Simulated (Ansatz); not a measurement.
HfSi5, relaxed as a singlet with RKS PBE0-D4/def2-SVP in Ansatz, starting from the GFN2-xTB geometry. Force threshold 0.02 eV/Å.

In the def2 sets Hf takes a core potential; there is no spin–orbit coupling. The restricted singlet is unstable towards broken spin symmetry in Hartree–Fock (as tested in another run); at PBE0-D4/def2-SVP this wasn't settled. Another isomer (singlet) lies 1.97 eV lower at PBE0-D4/def2-TZVP; other spin states weren't run for this one.

Start:

| atom | x (Å) | y (Å) | z (Å) |
| --- | --- | --- | --- |
| Hf1 | -0.204 | -1.732 | 0.307 |
| Si2 | -1.427 | 0.688 | -0.730 |
| Si3 | 2.244 | -0.985 | 0.742 |
| Si4 | -0.448 | 2.358 | 0.464 |
| Si5 | -1.128 | -1.090 | -2.035 |
| Si6 | 0.964 | 0.761 | 1.253 |

| step | energy (eV) | largest force component (eV/Å) | SCF passes |
| --- | --- | --- | --- |
| 1 | -40660.2918 | 1.734 | 30 |
| 2 | -40660.8571 | 1.854 | 45 |
| 3 | -40661.3797 | 0.656 | 37 |
| 4 | -40661.5817 | 0.955 | 33 |
| 5 | -40661.7059 | 0.800 | 34 |
| 6 | -40661.7884 | 0.675 | 33 |
| 7 | -40661.8543 | 0.418 | 33 |
| 8 | -40661.8801 | 0.360 | 33 |
| 9 | -40661.9097 | 0.158 | 32 |
| 10 | -40661.9170 | 0.078 | 27 |
| 11 | -40661.9175 | 0.026 | 28 |
| 12 | -40661.9175 | 0.028 | 28 |
| 13 | -40661.9179 | 0.009 | 28 |

Force components are those of the run's own axes.

End:

Cartesian coordinates in Å:
```
Hf -0.295 -1.222 0.389
Si -0.930 0.868 -1.221
Si 2.162 -1.049 1.135
Si -0.803 1.617 0.913
Si -1.475 -1.138 -1.895
Si 1.340 0.924 0.679
```

Bonds formed: Hf1–Si4 (atoms count from 1).

No frequencies were taken in this run, so the end may be a saddle point.

Hardware: 4 threads of Arm Neoverse V2 on a shared host. Wall time 33 s.
